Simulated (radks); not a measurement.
Exchange energies: the exact (Fock) value of the Kohn-Sham orbitals and density-functional approximations, in hartree. Species: Kr [Kr]; Ag [Kr] 4d10 5s1; Cu [Ar] 3d10 4s1. Calculated with a radial shooting solver on a logarithmic mesh with Libxc functionals: non-relativistic Kohn-Sham, PBE, spin-polarised, spherical densities, point nucleus. Every spin shell is full or empty, so the densities are truly spherical. Functionals are evaluated on that one density, not self-consistently.

[
 {"functional": "exact", "Kr": "-93.7540", "Ag": "-143.872", "Cu": "-65.5486"},
 {"functional": "LDA", "Kr": "-88.584", "Ag": "-136.78", "Cu": "-61.865"},
 {"functional": "PBE", "Kr": "-93.377", "Ag": "-143.32", "Cu": "-65.590"},
 {"functional": "PBEsol", "Kr": "-91.400", "Ag": "-140.61", "Cu": "-64.064"},
 {"functional": "RPBE", "Kr": "-93.613", "Ag": "-143.61", "Cu": "-65.793"},
 {"functional": "PW91", "Kr": "-93.784", "Ag": "-143.93", "Cu": "-65.878"},
 {"functional": "PW86", "Kr": "-93.797", "Ag": "-143.71", "Cu": "-65.993"},
 {"functional": "B86b", "Kr": "-93.823", "Ag": "-143.94", "Cu": "-65.929"},
 {"functional": "EV93", "Kr": "-93.737", "Ag": "-143.57", "Cu": "-66.016"},
 {"functional": "APBE", "Kr": "-94.163", "Ag": "-144.41", "Cu": "-66.193"},
 {"functional": "r2SCAN", "Kr": "-93.751", "Ag": "-143.79", "Cu": "-65.771"},
 {"functional": "Tao-Mo", "Kr": "-93.142", "Ag": "-142.79", "Cu": "-65.476"},
 {"functional": "MVS", "Kr": "-93.813", "Ag": "-144.01", "Cu": "-65.758"}
]
